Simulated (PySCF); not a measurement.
Problem. Write Cartesian coordinates for InChI=1S/CH7B2N/c1-4(2)3/h2-3H2,1H3 as optimised with PBE0-D3(BJ)/def2-SVP.

Solution. 
```
atom  x, y, z in Å
B1     0.2091    1.4164    0.4602
N2     0.1223    0.0813   -0.0231
B3     1.2307   -0.5203   -0.6853
C4    -1.1020   -0.6950    0.1661
H5     1.2330    2.0331    0.3055
H6    -0.7469    1.9070    1.0172
H7     1.1281   -1.6568   -1.0888
H8     2.2459    0.1117   -0.8326
H9    -0.9501   -1.4945    0.9076
H10   -1.9139   -0.0475    0.5221
H11   -1.4171   -1.1668   -0.7755
```

Orientation and origin are arbitrary. Atoms count from 1 in this order. B1 (three-coordinate boron) is planar (angles 121.5°, 119.2° and 119.2°, sum 360.0°, 0.00 Å off the plane of its three neighbours). N2 (boron-bound nitrogen) is planar (angles 120.4°, 120.4° and 119.2°, sum 360.0°, 0.00 Å off the plane of its three neighbours). The 4 heavy atoms lie in one plane (0.002 Å rms). Of the pairs four or more bonds apart, H6···H10 is among the closest relative to their van der Waals radii: 2.33 Å, 97 % of the sum of Bondi's values.

Bonds between heavy atoms (Å): B1–N2 1.422, N2–B3 1.424, N2–C4 1.462.

Computed, not measured: PySCF 2.14.0, PBE0-D3(BJ)/def2-SVP geometry optimisation, gas phase.

Point group: near Cs, missed by 0.33 Å at most; the miss may be what the optimiser left on a soft mode. Whether it is a minimum is left open (no frequencies).

Hardware: one thread, Arm Neoverse V2 (aarch64), shared host with 192 logical CPUs at a one-minute load of 17. Cost: 8.9 s wall, 0.38 GiB resident at most. This is the geometry optimisation.
